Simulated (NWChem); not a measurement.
# Correlation energy of arsenic trifluoride (AsF$_{3}$)

```xyz
4

F      0.7389    -0.4892     1.2818
As     0.0009     0.3989     0.0000
F      0.7389    -0.4892    -1.2818
F     -1.4811    -0.4842     0.0000
```
Charge 0, spin multiplicity 1.

All runs are NWChem calculations. All single points use one geometry, from PBE0/def2-SVP, a minimum by its harmonic frequencies.

Basis set: 6-31G*. Each correlation energy counts from its own Hartree-Fock reference.

The Hamiltonian is non-relativistic. The correlated methods keep 12 core orbitals frozen. The Pople sets run with spherical d functions. Coupled-cluster values serve here as a point of comparison, not as the truth.

Q: For the correlation energy, CR-CCSD(T) gives -781.9 mHa and SCS-MP2 gives -731.4 mHa. What do CCSD, CCSD(T), CCSD+T(CCSD) give?

A: CCSD: -769.7 mHa; CCSD(T): -785.6 mHa; CCSD+T(CCSD): -788.7 mHa.
